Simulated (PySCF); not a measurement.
2-bromo-1,1-difluoroethane (C₂H₃BrF₂), SMILES BrCC(F)F.

The structure is a stationary point at PBE0-D3(BJ)/def2-SVP. One conformer was computed; it need not be the lowest.

Computed with TDA-B3LYP/def2-SVPD in PySCF 2.14.0.

Vertical excitations. Isolated molecule, no solvent.

```json
[
 {"state": "S1", "energy (eV)": "6.12", "λ (nm)": "203", "f": "0.001", "main pairs": "HOMO→LUMO 98 %"},
 {"state": "S2", "energy (eV)": "6.21", "λ (nm)": "200", "f": "0.001", "main pairs": "HOMO−1→LUMO 99 %"},
 {"state": "S3", "energy (eV)": "7.54", "λ (nm)": "164", "f": "0.046", "main pairs": "HOMO→LUMO+1 98 %"},
 {"state": "S4", "energy (eV)": "7.65", "λ (nm)": "162", "f": "0.069", "main pairs": "HOMO−1→LUMO+1 98 %"},
 {"state": "S5", "energy (eV)": "8.08", "λ (nm)": "153", "f": "0.004", "main pairs": "HOMO→LUMO+2 96 %"},
 {"state": "S6", "energy (eV)": "8.18", "λ (nm)": "151", "f": "0.022", "main pairs": "HOMO−1→LUMO+2 78 %, HOMO−2→LUMO 17 %"},
 {"state": "S7", "energy (eV)": "8.24", "λ (nm)": "150", "f": "0.002", "main pairs": "HOMO−2→LUMO 80 %, HOMO−1→LUMO+2 15 %"},
 {"state": "S8", "energy (eV)": "8.54", "λ (nm)": "145", "f": "0.044", "main pairs": "HOMO→LUMO+3 78 %, HOMO→LUMO+4 13 %"},
 {"state": "S9", "energy (eV)": "8.60", "λ (nm)": "144", "f": "0.019", "main pairs": "HOMO−1→LUMO+3 87 %"},
 {"state": "S10", "energy (eV)": "8.76", "λ (nm)": "142", "f": "0.027", "main pairs": "HOMO→LUMO+4 72 %, HOMO→LUMO+3 12 %"},
 {"state": "T1", "energy (eV)": "5.42", "λ (nm)": "229", "f": "0", "main pairs": "HOMO→LUMO 97 %"},
 {"state": "T2", "energy (eV)": "5.53", "λ (nm)": "224", "f": "0", "main pairs": "HOMO−1→LUMO 97 %"},
 {"state": "T3", "energy (eV)": "7.35", "λ (nm)": "169", "f": "0", "main pairs": "HOMO→LUMO+1 96 %"},
 {"state": "T4", "energy (eV)": "7.47", "λ (nm)": "166", "f": "0", "main pairs": "HOMO−1→LUMO+1 95 %"}
]
```
Triplets are in the Tamm–Dancoff approximation.
